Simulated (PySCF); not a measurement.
**Atomic charges against the basis set**

BH10NSi2.
Cartesian coordinates in Å at the PBE0-D3(BJ)/def2-SVP level; atoms count from 1:
```xyz
14
BH10NSi2 angstrom
N     -1.778    0.208    0.371
B     -1.029   -0.983   -0.442
Si     0.751   -0.277   -1.117
Si     1.896    0.644    0.720
H     -2.034    0.981   -0.245
H     -2.635   -0.133    0.809
H     -1.181    0.595    1.108
H     -1.783   -1.317   -1.343
H     -0.837   -1.880    0.367
H      0.662    0.851   -2.116
H      1.642   -1.316   -1.731
H      2.411   -0.412    1.650
H      0.898    1.437    1.538
H      3.016    1.592    0.422
```

PBE0 throughout (PySCF), one geometry, spherical d and f functions. One conformer (not necessarily the lowest) at the PBE0-D3(BJ)/def2-SVP geometry, without solvent, vibrations or thermal averaging. Atoms taken as equivalent share a column and are averaged. The first 7 of 8 kinds of atom are listed.

Mulliken charges (e):

```
        basis  functions      N1      B2     Si3     Si4  H5/H6/H7   H8/H9  H10/H11
       STO-3G         38  -0.410  -0.091  +0.291  +0.308    +0.267  -0.098   -0.141
        6-31G         64  -0.871  -0.083  +0.178  +0.216    +0.385  -0.034   -0.100
     pcSseg-0         64  -0.812  -0.369  -0.002  +0.072    +0.377  +0.076   -0.014
       6-31G*         84  -0.870  -0.145  +0.087  +0.094    +0.403  -0.024   -0.058
      cc-pVDZ        114  +0.074  -0.302  +0.052  +0.057    +0.144  -0.032   -0.046
     def2-SVP        114  -0.018  -0.281  +0.046  +0.128    +0.168  -0.022   -0.059
6-311+G(2d,p)        184  -0.580  -0.282  +0.174  +0.077    +0.315  -0.001   -0.063
  aug-cc-pVDZ        190  -0.012  -1.525  -0.992  -0.871    +0.107  +0.801   +0.337
    def2-TZVP        196  -0.406  -0.257  -0.019  -0.020    +0.288  +0.003   -0.031
     IGLO-III        258  -0.529  -0.136  +0.265  +0.442    +0.304  -0.038   -0.170
      cc-pVTZ        268  -0.015  -0.400  +0.041  +0.026    +0.173  +0.024   -0.042
```

IAO charges (e):

```json
{"basis": "STO-3G", "functions": "38", "N1": "-0.358", "B2": "-0.404", "Si3": "+0.351", "Si4": "+0.339", "H5/H6/H7": "+0.273", "H8/H9": "-0.029", "H10/H11": "-0.132"}
{"basis": "6-31G", "functions": "64", "N1": "-0.426", "B2": "-0.431", "Si3": "+0.185", "Si4": "+0.125", "H5/H6/H7": "+0.304", "H8/H9": "+0.001", "H10/H11": "-0.071"}
{"basis": "pcSseg-0", "functions": "64", "N1": "-0.397", "B2": "-0.450", "Si3": "+0.144", "Si4": "+0.092", "H5/H6/H7": "+0.298", "H8/H9": "+0.006", "H10/H11": "-0.055"}
{"basis": "6-31G*", "functions": "84", "N1": "-0.409", "B2": "-0.442", "Si3": "+0.261", "Si4": "+0.226", "H5/H6/H7": "+0.298", "H8/H9": "-0.003", "H10/H11": "-0.100"}
{"basis": "cc-pVDZ", "functions": "114", "N1": "-0.402", "B2": "-0.464", "Si3": "+0.264", "Si4": "+0.226", "H5/H6/H7": "+0.298", "H8/H9": "0.000", "H10/H11": "-0.099"}
{"basis": "def2-SVP", "functions": "114", "N1": "-0.392", "B2": "-0.461", "Si3": "+0.268", "Si4": "+0.239", "H5/H6/H7": "+0.296", "H8/H9": "-0.002", "H10/H11": "-0.103"}
{"basis": "6-311+G(2d,p)", "functions": "184", "N1": "-0.423", "B2": "-0.470", "Si3": "+0.282", "Si4": "+0.250", "H5/H6/H7": "+0.304", "H8/H9": "+0.001", "H10/H11": "-0.106"}
{"basis": "aug-cc-pVDZ", "functions": "190", "N1": "-0.418", "B2": "-0.466", "Si3": "+0.265", "Si4": "+0.226", "H5/H6/H7": "+0.303", "H8/H9": "+0.001", "H10/H11": "-0.100"}
{"basis": "def2-TZVP", "functions": "196", "N1": "-0.423", "B2": "-0.470", "Si3": "+0.286", "Si4": "+0.255", "H5/H6/H7": "+0.304", "H8/H9": "+0.001", "H10/H11": "-0.108"}
{"basis": "IGLO-III", "functions": "258", "N1": "-0.425", "B2": "-0.471", "Si3": "+0.286", "Si4": "+0.253", "H5/H6/H7": "+0.305", "H8/H9": "+0.001", "H10/H11": "-0.107"}
{"basis": "cc-pVTZ", "functions": "268", "N1": "-0.423", "B2": "-0.469", "Si3": "+0.277", "Si4": "+0.243", "H5/H6/H7": "+0.305", "H8/H9": "+0.001", "H10/H11": "-0.104"}
```

Hirshfeld charges (e):

```json
{"basis": "STO-3G", "functions": "38", "N1": "+0.022", "B2": "-0.104", "Si3": "+0.173", "Si4": "+0.210", "H5/H6/H7": "+0.149", "H8/H9": "-0.121", "H10/H11": "-0.103"}
{"basis": "6-31G", "functions": "64", "N1": "-0.039", "B2": "-0.110", "Si3": "+0.103", "Si4": "+0.142", "H5/H6/H7": "+0.164", "H8/H9": "-0.093", "H10/H11": "-0.083"}
{"basis": "pcSseg-0", "functions": "64", "N1": "-0.041", "B2": "-0.112", "Si3": "+0.128", "Si4": "+0.164", "H5/H6/H7": "+0.161", "H8/H9": "-0.101", "H10/H11": "-0.087"}
{"basis": "6-31G*", "functions": "84", "N1": "-0.041", "B2": "-0.113", "Si3": "+0.102", "Si4": "+0.150", "H5/H6/H7": "+0.164", "H8/H9": "-0.091", "H10/H11": "-0.084"}
{"basis": "cc-pVDZ", "functions": "114", "N1": "-0.060", "B2": "-0.112", "Si3": "+0.126", "Si4": "+0.170", "H5/H6/H7": "+0.167", "H8/H9": "-0.096", "H10/H11": "-0.088"}
{"basis": "def2-SVP", "functions": "114", "N1": "-0.062", "B2": "-0.117", "Si3": "+0.133", "Si4": "+0.177", "H5/H6/H7": "+0.168", "H8/H9": "-0.097", "H10/H11": "-0.090"}
{"basis": "6-311+G(2d,p)", "functions": "184", "N1": "-0.086", "B2": "-0.102", "Si3": "+0.130", "Si4": "+0.175", "H5/H6/H7": "+0.165", "H8/H9": "-0.091", "H10/H11": "-0.087"}
{"basis": "aug-cc-pVDZ", "functions": "190", "N1": "-0.092", "B2": "-0.106", "Si3": "+0.132", "Si4": "+0.173", "H5/H6/H7": "+0.165", "H8/H9": "-0.089", "H10/H11": "-0.087"}
{"basis": "def2-TZVP", "functions": "196", "N1": "-0.086", "B2": "-0.106", "Si3": "+0.128", "Si4": "+0.171", "H5/H6/H7": "+0.167", "H8/H9": "-0.091", "H10/H11": "-0.087"}
{"basis": "IGLO-III", "functions": "258", "N1": "-0.095", "B2": "-0.105", "Si3": "+0.135", "Si4": "+0.175", "H5/H6/H7": "+0.166", "H8/H9": "-0.091", "H10/H11": "-0.087"}
{"basis": "cc-pVTZ", "functions": "268", "N1": "-0.085", "B2": "-0.106", "Si3": "+0.128", "Si4": "+0.171", "H5/H6/H7": "+0.167", "H8/H9": "-0.092", "H10/H11": "-0.087"}
```

ESP-fitted charges (e):

```tsv
basis	functions	N1	B2	Si3	Si4	H5/H6/H7	H8/H9	H10/H11
STO-3G	38	-0.325	-0.166	+0.153	+0.183	+0.275	-0.110	-0.090
6-31G	64	-0.528	+0.041	+0.103	+0.176	+0.318	-0.144	-0.093
pcSseg-0	64	-0.557	+0.021	+0.082	+0.130	+0.331	-0.134	-0.082
6-31G*	84	-0.528	+0.066	+0.080	+0.144	+0.312	-0.143	-0.083
cc-pVDZ	114	-0.500	+0.033	+0.103	+0.100	+0.305	-0.136	-0.083
def2-SVP	114	-0.482	+0.026	+0.103	+0.119	+0.302	-0.135	-0.086
6-311+G(2d,p)	184	-0.650	+0.147	+0.087	+0.137	+0.334	-0.159	-0.084
aug-cc-pVDZ	190	-0.649	+0.181	+0.085	+0.134	+0.330	-0.168	-0.085
def2-TZVP	196	-0.630	+0.148	+0.098	+0.134	+0.330	-0.162	-0.088
IGLO-III	258	-0.645	+0.175	+0.074	+0.127	+0.330	-0.166	-0.082
cc-pVTZ	268	-0.623	+0.147	+0.091	+0.140	+0.327	-0.161	-0.086
```

Some averages cover members that differ in this geometry, most widely: H5/H6/H7, Mulliken in aug-cc-pVDZ +0.059 to +0.158; H10/H11, Mulliken in aug-cc-pVDZ +0.304 to +0.371; H10/H11, ESP-fitted in pcSseg-0 -0.106 to -0.057; H10/H11, ESP-fitted in def2-SVP -0.108 to -0.064 e.

Which scheme is steadiest as the basis changes?

Largest range over the bases for any column: Hirshfeld 0.12 e, IAO 0.25 e, ESP-fitted 0.35 e, Mulliken 1.44 e. Hirshfeld charges move least and Mulliken charges most, counted in e. Without the minimal STO-3G basis the ranges are Hirshfeld 0.06, IAO 0.16, ESP-fitted 0.17, Mulliken 1.44 e.

How much do the charges still move between the two largest bases, IGLO-III and cc-pVTZ?

At most, over all atoms: Mulliken 0.514 e, IAO 0.010 e, Hirshfeld 0.010 e, ESP-fitted 0.028 e.

What do the same runs give for the total energy, the frontier levels and the dipole moment?

```json
{"basis": "STO-3G", "energy (Eh)": "-656.5236", "HOMO (eV)": "-4.23", "LUMO (eV)": "7.02", "μ (D)": "5.75"}
{"basis": "6-31G", "energy (Eh)": "-664.1369", "HOMO (eV)": "-6.74", "LUMO (eV)": "0.54", "μ (D)": "5.63"}
{"basis": "pcSseg-0", "energy (Eh)": "-663.3633", "HOMO (eV)": "-7.19", "LUMO (eV)": "0.20", "μ (D)": "5.66"}
{"basis": "6-31G*", "energy (Eh)": "-664.2033", "HOMO (eV)": "-6.67", "LUMO (eV)": "0.51", "μ (D)": "5.49"}
{"basis": "cc-pVDZ", "energy (Eh)": "-664.2477", "HOMO (eV)": "-6.75", "LUMO (eV)": "0.11", "μ (D)": "5.37"}
{"basis": "def2-SVP", "energy (Eh)": "-664.0059", "HOMO (eV)": "-6.81", "LUMO (eV)": "0.11", "μ (D)": "5.45"}
{"basis": "6-311+G(2d,p)", "energy (Eh)": "-664.2938", "HOMO (eV)": "-6.86", "LUMO (eV)": "-0.84", "μ (D)": "5.17"}
{"basis": "aug-cc-pVDZ", "energy (Eh)": "-664.2574", "HOMO (eV)": "-6.84", "LUMO (eV)": "-0.97", "μ (D)": "5.12"}
{"basis": "def2-TZVP", "energy (Eh)": "-664.2988", "HOMO (eV)": "-6.84", "LUMO (eV)": "-0.37", "μ (D)": "5.21"}
{"basis": "IGLO-III", "energy (Eh)": "-664.3046", "HOMO (eV)": "-6.85", "LUMO (eV)": "-0.60", "μ (D)": "5.17"}
{"basis": "cc-pVTZ", "energy (Eh)": "-664.3046", "HOMO (eV)": "-6.84", "LUMO (eV)": "-0.30", "μ (D)": "5.20"}
```

The dipole is fixed by the density alone, so its range of 0.63 D shows that the density itself changes with the basis, not only its division among atoms.
